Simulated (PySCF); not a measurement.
Static response to an electric field

Compound: C5H10S2.
Structure used (GFN2-xTB), in Å, numbered top down from 1:
```
atom  x, y, z in Å
C1     2.600   -0.115    0.872
S2     1.788    0.843   -0.438
C3     0.258   -0.126   -0.578
C4    -0.726    0.330   -1.662
C5    -1.864    0.263   -0.632
C6    -0.816    0.141    0.483
S7    -1.039   -1.206    1.698
H8     2.799   -1.121    0.513
H9     1.962   -0.142    1.751
H10    3.531    0.392    1.100
H11    0.532   -1.179   -0.648
H12   -0.516    1.343   -1.997
H13   -0.814   -0.324   -2.526
H14   -2.467   -0.637   -0.730
H15   -2.517    1.131   -0.572
H16   -0.647    1.067    1.031
H17   -2.071   -0.649    2.326
```

Level: CAM-B3LYP/def2-SVPD (PySCF), static field, nuclei fixed, core orbitals frozen in the response. The polarisability tensor in these axes (au):

```
x   109.42   4.08   1.74
y     4.08  87.10 -10.12
z     1.74 -10.12 100.64
```

Question: What are the eigenvalues, a third of the trace, and Δα (Δα² = ½Σ(αi − αj)² over the three pairs)?

Answer: Principal values 81.01, 106.00 and 110.14 au; mean 99.05 au = 14.68 Å³ = 16.33 × 10⁻⁴⁰ C²·m²/J; Δα = 27.30 au (28 % of the mean).

Question: What is the dipole moment, and where does it point?

Answer: (-0.98, 0.09, 0.04) D, 0.98 D in size, pointing from the negative to the positive side. Measured along this direction, the outermost atoms are H10 at the negative end and H15 at the positive end.

Question: Form Σ f/ω² (atomic units) for the 8 lowest TDDFT singlets, given as eV and f, and set it beside the mean polarisability, which is this sum over all singlets: 5.32, 0.0003; 5.47, 0.0026; 6.08, 0.0265; 6.15, 0.0371; 6.49, 0.0111; 6.53, 0.0147; 6.86, 0.0063; 7.02, 0.0125.

Answer: They add up to 2.06 au, 2.1 % of the 99.05 au; the largest single term is 0.73 au, from the state at 6.15 eV. Terms in order: 0.01, 0.06, 0.53, 0.73, 0.19, 0.26, 0.10, 0.19 au. Higher excitations give the rest. The strengths listed sum to 0.111.

Question: Orientational against electronic polarisability at 250 K (dilute gas, rigid molecules)?

Answer: In Gaussian units μ²/3kT = 9.32 Å³ against 14.68 Å³, a ratio of 0.63; the Debye molar polarisation (4π/3)N_A(α + μ²/3kT) is 60.5 cm³/mol, leaving out the vibrational part.

Question: Give the principal axes and the span of the nuclei along them.

Answer: Largest value along (0.98, 0.18, -0.01), where the nuclei span 6.07 Å; middle along (0.09, -0.45, 0.89), 4.59 Å; least along (-0.15, 0.87, 0.46), 2.92 Å. The response follows the extents in order.

Question: Find the Langevin capture rate constant for O2+ (31.990 u) meeting this molecule (134.022 u), k = 2.342 × 10⁻⁹ cm³/s × √(α in Å³ / reduced mass in u).

Answer: The reduced mass is 25.83 u, so k = 1.77 × 10⁻⁹ cm³/s. The formula leaves out the permanent dipole, which adds to the capture rate.

Isolated species at its GFN2-xTB geometry (one conformer only).
